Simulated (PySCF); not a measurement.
Compound: C4H12Si.
Geometry (PBE0-D3(BJ)/def2-SVP, Å), atoms numbered from 1 in this order:
```xyz
17
C4H12Si angstrom
C     -0.7149   -0.8871   -1.5009
Si    -0.0021    0.0002    0.0010
C      0.2832    1.8148   -0.4203
C     -1.2092   -0.1287    1.4418
C      1.6367   -0.7963    0.4815
H     -1.6739   -0.4429   -1.8115
H     -0.8903   -1.9533   -1.2853
H     -0.0240   -0.8280   -2.3573
H      0.6992    2.3641    0.4393
H     -0.6583    2.3073   -0.7118
H      0.9897    1.9192   -1.2594
H     -2.1794    0.3297    1.1913
H     -1.3953   -1.1803    1.7132
H     -0.8176    0.3836    2.3352
H      1.5048   -1.8605    0.7344
H      2.3660   -0.7350   -0.3422
H      2.0785   -0.2958    1.3581
```

Computed, not measured: PBE0-D3(BJ)/def2-SVP geometry optimisation, gas phase (PySCF 2.14.0).

Take the most abundant isotopes and a rigid rotor. 

What are A, B and C (MHz)?

Ia = 164.02, Ib = 164.17, Ic = 164.19 u·Å²; 505379 MHz·u·Å²/I gives A = 3081, B = 3078, C = 3078 MHz.

Classify the top.

A spherical top, as the point group Td requires three equal moments; the computed ones differ by 0.10 % because the geometry is symmetric only within the optimiser's tolerance.

The point group Td allows no dipole (computed: 0.00 D), so a rigid rotor has no electric-dipole lines.

Estimate the classical rotational partition function at 50 K, 200 K and 298.15 K.

Point group Td, symmetry number σ = 12; q = (√π/σ)·√((kT/h)³/(ABC)), k/h = 20836.6 MHz/K: 919 at 50 K, 7350 at 200 K, 13400 at 298.15 K.

No PBE0-D3(BJ)/def2-SVP frequencies stand behind this structure, so it isn't proved a minimum. No vibrational averaging or centrifugal distortion is included, and the geometry carries the error of its method.
